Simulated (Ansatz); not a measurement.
Geometry optimisation, Ansatz, RHF/def2-SVP.

The input (input.yaml):

```yaml
crystal:
  periodic: [false, false, false]
  atoms:
    - { symbol: Ga, position_ang: [0.0, 0.0, 0.0] }
    - { symbol: H, position_ang: [0.0, 0.0, 1.92] }
    - { symbol: Cl, position_ang: [1.9398, 0.0, -1.12] }
    - { symbol: O, position_ang: [-1.5501, 0.0, -0.895] }
    - { symbol: H, position_ang: [-2.0598, -0.8467, -0.6865] }
    - { symbol: O, position_ang: [0.4396, -1.9341, 0.659] }
    - { symbol: Al, position_ang: [-0.4235, -3.4061, 0.1525] }
    - { symbol: H, position_ang: [0.3797, -4.6756, -0.268] }
    - { symbol: H, position_ang: [-1.9832, -3.4267, 0.1292] }
    - { symbol: H, position_ang: [0.2219, -0.9762, 1.8157] }
basis:
  gaussian: { orbitals: def2-SVP }
hamiltonian:
  xc: hf
relax:
  f_tol: 0.15
  max_steps: 25
  restrain:
    - { distance: [0, 5], at: 1.79, k: 30.0 }
    - { distance: [9, 1], at: 0.66, k: 30.0 }
    - { distance: [0, 1], at: 2.77, k: 30.0 }
    - { distance: [9, 5], at: 2.21, k: 30.0 }
output:
  orbitals: {}
```

Command:

```bash
$ ansatz run input.yaml --threads 2 --pin off --max-ram 3072MiB --backend cpu --events-out ev --progress --plain --runs-dir out
```

Q: Where does it end, and by what steps?

A: The forces met the threshold. The restraints hold the end off the free minimum. After 10 steps the energy has fallen by 2.972 eV (the restraints' own energy left out); H5 moved furthest, 0.90 Å. Joined: H2–H10 (1.01 → 0.71 Å).

| step | energy less start (eV) | largest force component (eV/Å) | accepted |
| --- | --- | --- | --- |
| 0 | 0.0000 | 3.570 | yes |
| 1 | -0.9727 | 4.293 | yes |
| 2 | -1.7841 | 3.128 | yes |
| 3 | -2.4156 | 2.251 | yes |
| 4 | -2.5753 | 1.192 | yes |
| 5 | -2.7627 | 0.857 | yes |
| 6 | -2.8740 | 1.116 | yes |
| 7 | -2.9288 | 1.331 | yes |
| 8 | -2.9570 | 1.320 | yes |
| 9 | -2.9539 | 0.728 | no |
| 10 | -2.9720 | 1.350 | yes |

```xyz
10
Properties=species:S:1:pos:R:3
Ga 0.083 -0.439 -0.551
H 0.158 -0.246 2.214
Cl 1.924 0.550 -0.982
O -1.405 0.433 -0.885
H -2.244 0.037 -0.707
O 0.061 -2.112 0.035
Al -0.438 -3.721 0.193
H 0.629 -4.877 0.313
H -1.991 -4.014 0.197
H 0.189 -0.876 1.880
```

Run time: 34 s on 2 threads of Arm Neoverse V1, with other jobs on the host, peak memory 0.31 GiB.
